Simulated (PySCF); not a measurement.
C2H5AlBrF, SMILES C[CH2][Al]([F])[Br]. Atoms are numbered in the order given.

```xyz
10

Al    -0.2451    -0.5087    -0.1124
F     -0.5052    -1.9140     0.7434
Br     0.8062     1.1554     0.9929
C     -0.8267    -0.3353    -1.9602
C     -1.5056    -1.5684    -2.5755
H      0.0604    -0.0367    -2.5494
H     -1.4942     0.5457    -2.0036
H     -2.4122    -1.8558    -2.0194
H     -0.8386    -2.4453    -2.5740
H     -1.8058    -1.3868    -3.6209
```

Geometry: B3LYP-D3(BJ)/def2-SVP. The structure was generated by enumeration; whether it is a known compound was not checked. Other conformers were not sampled.

Calculation: PBE0/def2-TZVP run with PySCF.

ESP charges are fitted to the potential on shells at 1.4 to 2.0 van der Waals radii. Atomic charges (e):

```tsv
atom	Löwdin	ESP fit	meta-Löwdin	Mulliken
Al1	-0.19	[?]	1.06	0.70
F2	-0.03	-0.39	-0.54	-0.34
Br3	0.28	-0.27	-0.30	-0.25
C4	-0.43	-0.02	-0.50	-0.42
C5	-0.33	0.04	-0.32	-0.36
H6	0.16	[?]	0.13	0.14
H7	0.16	[?]	0.13	0.14
H8	0.13	[?]	0.11	0.13
H9	0.13	[?]	0.11	0.13
H10	0.12	[?]	0.12	0.13
```

Fill in the missing entries. (The exact figures need the calculation; the answer reports its results.)


- Al1, ESP fit: 0.72
- H6, ESP fit: -0.03
- H7, ESP fit: -0.03
- H8, ESP fit: -0.01
- H9, ESP fit: -0.01
- H10, ESP fit: 0.00
